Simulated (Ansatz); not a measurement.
Computed with Ansatz on PBE0-D4/def2-TZVP structures; ΔE is electronic, products minus reactants. CBS: MP2 limit from def2 TZ/QZ plus the TZ coupled-cluster correction, frozen cores. Functionals use def2-TZVPP. B3LYP here is the variant with VWN-RPA as its local correlation; programs differ in this. One conformer a species, not always the lowest.

`F[SiH2]OC[SiH3]` → `O[SiH2][SiH2]CF`  (isomerisation)

`F[SiH2]OC[SiH3]`:

Cartesian coordinates in Å:
```
F -0.180 0.625 -3.021
Si -0.746 -0.466 -2.002
O 0.117 -0.476 -0.624
C 0.106 0.580 0.333
Si 0.779 -0.070 1.976
H -0.588 -1.799 -2.612
H -2.153 -0.083 -1.730
H 0.720 1.416 -0.022
H -0.911 0.970 0.475
H -0.084 -1.173 2.470
H 2.166 -0.567 1.793
H 0.774 1.044 2.962
```

`O[SiH2][SiH2]CF`:

```xyz
12

O    -2.821   -0.500   -0.413
Si   -1.227   -0.529   -0.856
Si    0.170    0.323    0.832
C     1.999    0.181    0.327
F     2.203    0.780   -0.913
H    -3.229    0.357   -0.282
H    -0.908   -1.958   -1.100
H    -1.001    0.237   -2.114
H     0.005   -0.444    2.101
H    -0.152    1.751    1.112
H     2.305   -0.868    0.253
H     2.655    0.670    1.053
```

```json
{"level": "PBE-D4", "ΔE (eV)": "1.44"}
{"level": "B3LYP", "ΔE (eV)": "1.69"}
{"level": "MP2/def2-TZVPP", "ΔE (eV)": "1.86"}
{"level": "CCSD/def2-TZVPP", "ΔE (eV)": "1.78"}
{"level": "SCS-MP2/def2-QZVPP", "ΔE (eV)": "1.88"}
{"level": "HF/CBS(def2)", "ΔE (eV)": "1.97"}
{"level": "MP2/CBS(def2)", "ΔE (eV)": "1.86"}
{"level": "CCSD/CBS(def2)", "ΔE (eV)": "1.78"}
```

(1) What does CCSD(T)/CBS give? (Best estimate.)

Largest T1 diagnostic among the species: 0.012.

Answers

(1) Computed: +1.75 eV. The listed levels differ from it by -0.31, -0.06, 0.11, 0.03, 0.13, 0.22, 0.11, 0.03 eV.

In def2-TZVPP, CCSD(T) changes the Hartree–Fock value by −0.18 eV (the triples alone add −0.03 eV) and MP2 by −0.07 eV. From PBE to PBE0 (25 % exact exchange), in def2-TZVPP and without D4, ΔE moves by +0.09 eV.
